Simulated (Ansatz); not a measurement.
## Interaction energy ladder

The pair of H2O (SMILES O, atoms 1–3) and H2Te (SMILES [TeH2], atoms 4–6), both closed shells, in one local arrangement (a lower one may exist), relaxed at PBE0-D4/def2-TZVP:

```xyz
6
angstrom
O 0.2879 -0.0476 -1.5872
H 0.2367 0.8017 -2.0322
H -0.2840 -0.6348 -2.0873
Te -0.6106 0.1706 1.3730
H -0.5715 0.0983 3.0343
H 0.9414 -0.3881 1.2994
```

Ansatz 0.2.0; basis: def2-TZVPPD, with def2-QZVPPD for the basis limit; cores frozen in the correlated methods. Filled d shells of the heavier atoms are correlated. Core potentials replace the inner electrons of the atoms past krypton. The def2 sets are not built for correlating such inner shells, so the correlated values are less sure here. B3LYP uses VWN-RPA correlation. Extrapolation: Hartree–Fock as exp(−7.88 √X), correlation as X^−2.97. Interaction energies count from these two fragments, frozen as in the pair, with the counterpoise correction; negative means bound.

Problem. What is the interaction energy by CCSD(T) at an estimated basis limit (MP2 extrapolated from triple and quadruple zeta, plus CCSD(T) − MP2 in triple zeta)? (To be estimated.)

Solution. By the calculation: -10.5 kJ/mol. Hartree–Fock alone gives -3.3 kJ/mol at the basis limit. It counts from the two fragments frozen as in the pair.

The same quantity by other methods in triple zeta, and each one's difference from that estimate:
```tsv
method	E_int (kJ/mol)	difference
PBE-D4	-12.5	-2.0
revPBE-D4	-10.7	-0.2
BLYP-D4	-10.9	-0.4
r2SCAN-D4	-11.7	-1.3
B97M-V	-13.2	-2.7
PBE0-D4	-11.8	-1.3
B3LYP-D4	-11.4	-0.9
HSE06-D4	-11.7	-1.3
wB97X-V	-11.4	-0.9
wB97M-V	-11.6	-1.2
B2PLYP	-7.5	3.0
HF	-3.2	7.3
MP2	-9.1	1.4
CCSD	-7.6	2.9
CCSD(T)	-8.6	1.8
```
Differences are method less estimate.

Problem. Which atoms make the shortest contact between the fragments?

Solution. O1 and H6, 2.98 Å apart.

Basis-set superposition shift (counterpoise-corrected less uncorrected): CCSD(T) 3.0; MP2 2.9; HF 0.1; PBE0-D4 0.1; wB97M-V 0.2 kJ/mol.

T1 diagnostic: at most 0.011.

For scale, one of the runs: CCSD(T)/def2-TZVPPD, 167 basis functions, launched by `ansatz run in.yaml --threads 2 --pin off --events-out ev --progress --plain --max-ram 5222MiB`. Time: 46 s of wall clock on 2 CPU threads of an Arm Neoverse V1; the host was shared. Peak host memory: 1.6 GiB.
